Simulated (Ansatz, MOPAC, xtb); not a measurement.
Diatomic VF, multiplicity 5 (lowest of 2S+1 = 1, 3, 5, 7 at CCSD(T)/def2-TZVPP on PBE0 minima; our sources give no spin for the ground state, which may be another). No spin–orbit coupling. V is treated without relativity. The T1 diagnostic near the minimum is 0.056, so single-reference values are doubtful.

Constants: fifth-degree fit in 1/R to seven points, most abundant isotopes. Runs in def2 and cc sets follow the lowest solution found near the PBE0 minimum.

Programs: Ansatz (a first-principles code) with Gaussian orbitals; MOPAC for PM6, PM7 (differences of heats of formation); xtb for the GFN methods. Values without a source in brackets are computed. The GFN methods have no spin term and hold the electronic entropy of 300 K.

```csv
level,r_e (Å),ω_e (cm⁻¹),B_e (cm⁻¹),α_e (cm⁻¹),dipole (D)
PM6,1.724,571,0.410,0.0012,-
PM7,1.827,614,0.365,0.0021,-
GFN2-xTB,1.732,523,0.406,0.0043,-
SVWN5/def2-TZVPP,1.738,722,0.403,0.0030,2.85
PBE/def2-TZVPP,1.775,671,0.387,0.0030,3.01
r2SCAN/def2-TZVPP,1.776,678,0.386,0.0029,3.12
B97M-V/def2-TZVPP,1.783,672,0.383,0.0029,3.07
B3LYP/def2-TZVPP,1.787,668,0.381,0.0029,3.37
PBE0/def2-TZVPP,1.776,679,0.386,0.0029,3.35
BHLYP/def2-TZVPP,1.796,667,0.378,0.0028,3.36
CAM-B3LYP/def2-TZVPP,1.783,675,0.383,0.0029,3.43
wB97X-V/def2-TZVPP,1.788,666,0.381,0.0029,3.42
wB97M-V/def2-TZVPP,1.790,660,0.380,0.0029,3.51
B2PLYP/def2-TZVPP,1.783,678,0.383,0.0029,-
CCSD/def2-TZVPP,1.791,674,0.380,0.0028,-
CCSD(T)/def2-TZVPP,1.784,682,0.383,0.0028,-
```

Correlated levels freeze the inner cores; with def2 sets outer-core shells near the valence are correlated too. The state that PM6, PM7 reach isn't checked; PM7 holds dispersion and hydrogen-bond terms.

Doubts at one or more of the structures used: T1 above 0.05 (CCSD/def2-TZVPP, CCSD(T)/def2-TZVPP).
